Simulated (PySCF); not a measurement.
## A fit for the ²⁹Si shielding

GIAO PBE0/pcSseg-1 on GFN2-xTB geometries (PySCF 2.14, gas phase, non-relativistic):

```tsv
SMILES	IAO charge (e) of Si	σ(Si) (ppm)
CCc1cc(S[SiH3])n[nH]1	0.565	415.5
C=Cc1[nH]nc(S[SiH3])c1C	0.569	414.0
C=Cc1cc(S[SiH3])nn1C	0.564	415.2
C=Cc1cc(S[SiH2]N)n[nH]1	0.859	376.5
C=Cc1cc(CS[SiH3])n[nH]1	0.544	405.5
C=Cc1[nH]nc(S[SiH3])c1S	0.574	411.3
C=Cc1[nH]nc(S[SiH3])c1N	0.572	413.5
C=Cc1cc(SC[SiH3])n[nH]1	0.614	423.9
C=Cc1cc(O[SiH3])n[nH]1	0.869	388.9
```

Question: Fit σ(Si) as a line in the IAO charge of Si. How well does it hold?

Answer: σ = 471.0 − 100.3 x, with x in e; correlation -0.87, rms deviation 6.9 ppm, largest 14.5 ppm at `C=Cc1cc(SC[SiH3])n[nH]1`. A charge says how many electrons sit at the atom, not how easily they circulate, so such a line holds only within like compounds.

Question: A further member, `C=Cc1nc(S[SiH3])n[nH]1`, has x = 0.573. What does the line predict, and what does the calculation give?

Answer: The line gives 413.5 ppm; the calculation 417.9 ppm, a difference of 4.4 ppm, within the usual scatter of the fit.
